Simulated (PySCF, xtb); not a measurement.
C4H5BO2, SMILES C#CB(O)C(C)=O. One conformer was computed; it need not be the lowest.

Harmonic wavenumbers (cm⁻¹) from GFN2-xTB in xtb at its own minimum, in rising order: 29, 96, 123, 133, 208, 232, 363, 474, 539, 589, 636, 663, 677, 714, 894, 951, 957, 1073, 1154, 1327, 1351, 1451, 1454, 1740, 2203, 3021, 3027, 3043, 3361, 3576.

Question: What does PySCF with r2SCAN-D4/def2-SVP give at its own minimum? (Estimate from the structure and the level; the computed values follow.)

Answer: 21, 108, 125, 142, 224, 243, 361, 502, 558, 615, 648, 680, 683, 744, 894, 954, 982, 1124, 1272, 1342, 1399, 1420, 1432, 1757, 2149, 3021, 3113, 3158, 3461, 3816. Paired by order, the mean absolute difference is 38 cm⁻¹ and the zero-point energies are 51.5 and 52.8 kcal/mol.
